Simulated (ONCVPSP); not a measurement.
B, ONCV: configuration errors across variants

* Element: boron (B)
* Generator: ONCVPSP 4.0.1
* Type: optimised norm-conserving Vanderbilt (ONCV)
* Functional: LDA (Perdew-Zunger)
* Relativity: scalar-relativistic
* Frozen core: [He]
* Valence charge: 3
* Reference configuration: 2s2 2p1
* Partial waves: 2s: rc 1.20 bohr, ncon 3, nbas 7, qcut 6 1/bohr, 2 projectors, debl 0.7 Ha; 2p: rc 3.95 bohr, ncon 4, nbas 7, qcut 4.3 1/bohr, 3 projectors, debl 4 Ha; d scattering state at 0.29 Ha: rc 4.25 bohr, ncon 4, nbas 7, qcut 2.6 1/bohr, 2 projectors, debl 1.2 Ha
* Local potential: polynomial inside 1.15 bohr (lpopt 5, dvloc0 0 Ha)
* Core correction: Teter function, fcfact 2.5, rcfact 1.3

All-electron excitation energies from the reference (eV): (1) 2s2 2p0 8.326; (2) 2s1 2p0 33.631; (3) 2s2 2p0.5 2.943; (4) 2s0 2p3 11.401.

A true bound ghost makes a file unfit for plane-wave use even where its test errors are small: the radial tests pick states by their node count and pass the ghost by.

Errors AE − PS in meV (a dash: test not solved or not reliable):

```json
{"change": "base", "(1)": "+189", "(2)": "+563", "(3)": "+15", "(4)": "-173", "bound ghosts": "none", "GHOST(+) flags above zero": "p, d"}
{"change": "d: rc 2.92", "(1)": "+189", "(2)": "+563", "(3)": "+15", "(4)": "-173", "bound ghosts": "d", "GHOST(+) flags above zero": "p"}
{"change": "d: rc 4", "(1)": "+189", "(2)": "+563", "(3)": "+15", "(4)": "-173", "bound ghosts": "none", "GHOST(+) flags above zero": "p, d"}
{"change": "d: rc 4.38", "(1)": "+189", "(2)": "+563", "(3)": "+15", "(4)": "-173", "bound ghosts": "none", "GHOST(+) flags above zero": "p"}
{"change": "d: rc 4.84", "(1)": "+189", "(2)": "+563", "(3)": "+15", "(4)": "-173", "bound ghosts": "none", "GHOST(+) flags above zero": "p, d"}
{"change": "d: rc 5.38", "(1)": "+189", "(2)": "+563", "(3)": "+15", "(4)": "-173", "bound ghosts": "none", "GHOST(+) flags above zero": "p, d"}
```

Task: Give the same row for: d: rc 3.32.

Result: +189, +563, +15, -173; bound ghosts: d; GHOST(+) flags above zero: p.
